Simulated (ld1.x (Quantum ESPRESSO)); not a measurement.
## Configuration tests for N (Z = 7) (TM semilocal)

- Element: nitrogen
- Generator: ld1.x (Quantum ESPRESSO) 7.5
- Type: norm-conserving Troullier–Martins (semilocal form)
- Functional: LDA (PZ)
- Relativity: scalar-relativistic
- Frozen core: [He]
- Valence charge: 5
- Reference configuration: 2s2 2p3
- Partial waves: 2s (bound): rc 0.80 bohr; 3d channel at -0.05 Ry: rc 1.55 bohr; 2p (bound): rc 1.45 bohr
- Local potential: the p channel
- Core correction: a·sin(br)/r model core inside 0.65 bohr

Energies are relative to the spin-unpolarised reference configuration 2s2 2p3; without spin polarisation the order of configurations can differ from experiment. Spin-polarised rows fill each open shell by Hund’s rule, majority spin first.

```
   valence configuration  charge  ΔE all-electron (eV)  error AE − PS (meV)
                 2s2 2p2      +1                13.732                 +5.1
                 2s2 2p1      +2                42.702                  +97
                 2s2 2p0      +3                89.866                 +531
                 2s0 2p5       0                22.452                  +47
               2s2 2p2.5    +0.5                 5.167                  0.0
2s2 2p3 (spin-polarised)       0                -2.892                 +153
2s2 2p2 (spin-polarised)      +1                12.043                 +101
```

Task: What are ΔE and the potential's error for 2s1 2p0?

Result: ΔE = 167.340 eV all-electron; the error (AE − PS) is +965 meV.

Task: What are ΔE and the potential's error for 2s2 2p3.3?

Result: ΔE = -1.665 eV all-electron; the error (AE − PS) is -0.1 meV.
